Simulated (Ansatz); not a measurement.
A made-up structure of GaH2Te, doublet:

```xyz
4
angstrom
Ga -0.4846 -0.7901 0.6139
Te 0.7406 0.9650 -0.7644
H 2.3224 0.8777 -1.3528
H -0.6751 1.7202 -1.1792
```

It is relaxed with PBE-D4/def2-SVP and then PBE0-D4/def2-TZVP (Ansatz 0.2.0). Atoms count as bonded within 1.22 times the sum of their covalent radii (H–H: 0.88 Å). The end point is not checked to be a true minimum.

Question: Does its bonding change? (Judge from chemistry; the calculation decides.)

Answer: By the calculation: Yes. Formed: Ga1–H4; broken: Te2–H4.

Where it ends: The first stage lowers the energy by 1.91 eV in 21 steps. It ends as GaH₂Te ([GaH][TeH]):
```
atom    x (Å)   y (Å)    z (Å)
 Ga1  -0.5673  0.5735   0.1579
 Te2   1.8957  1.2203  -0.0313
  H3   1.9163  0.8917  -1.6588
  H4  -1.3414  0.0873  -1.1501
```

Labels in which every atom is bracketed show which atoms are joined, not bond orders.

For scale, one of the runs: PBE0-D4/def2-TZVP relaxation, 110 basis functions, launched by `ansatz run in.yaml --threads 2 --pin off --events-out ev --progress --plain --max-ram 4352MiB`. The run took about 23 s on 2 CPU threads of an Arm Neoverse V1 (shared host).
